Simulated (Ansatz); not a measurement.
Calculated with Ansatz (gas phase, PBE0-D4/def2-TZVP geometries, no zero-point term in ΔE). CCSD(T)/CBS is the MP2 limit (def2-TZVPP, def2-QZVPP) plus CCSD(T) − MP2 in def2-TZVPP, frozen cores. DFT in def2-TZVPP. B3LYP here is the variant with VWN-RPA as its local correlation; programs differ in this. Each species was taken in one conformer, which may not be the lowest.

`C[O][Al]1[CH2][NH]1` → `[CH3][Al]([NH2])[CH]=O`  (isomerisation)

```
             level  ΔE (kJ/mol)
            PBE-D4        -76.2
               PBE        -75.7
              PBE0        -67.8
             B3LYP        -79.3
SCS-MP2/def2-TZVPP        -70.4
    MP2/def2-QZVPP        -64.1
SCS-MP2/def2-QZVPP        -69.5
     MP2/CBS(def2)        -63.6
```

(1) What does CCSD(T)/CBS give? (An estimate is asked.)

Largest T1 diagnostic among the species: 0.014.

## Answers

(1) Computed: -73.0 kJ/mol. The listed levels differ from it by -3.2, -2.7, 5.2, -6.3, 2.6, 8.9, 3.5, 9.4 kJ/mol.

In def2-TZVPP, CCSD(T) changes the Hartree–Fock value by +11.7 kJ/mol (the triples alone add −1.1 kJ/mol) and MP2 by +21.2 kJ/mol. From PBE to PBE0 (25 % exact exchange), in def2-TZVPP and without D4, ΔE moves by +7.9 kJ/mol.
